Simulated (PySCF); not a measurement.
Electron correlation in Ar²⁺ (argon, charge +2)

[Ne] 3s2 3p4, high-spin 3P determinant. All numbers are calculated (PySCF 2.14, scalar relativity by spin-free X2C-1e, in dyall-av3z (19s12p3d2f, 84 functions)). Frozen: [Ne]; 6 electrons correlated; the 26 highest virtual orbitals of each spin left out.

| level | correlation energy (mhartree) |
| --- | --- |
| CCSD | -158.91 |
| (T) | -4.05 |
| CCSD(T) | -162.96 |

Diagnostics: T1 = 0.0075, D1 = 0.0240, largest double amplitude 0.042.

**Question.** Is a single reference adequate?

**Answer.** Yes: T1 lies below 0.03 and no double amplitude reaches 0.07.
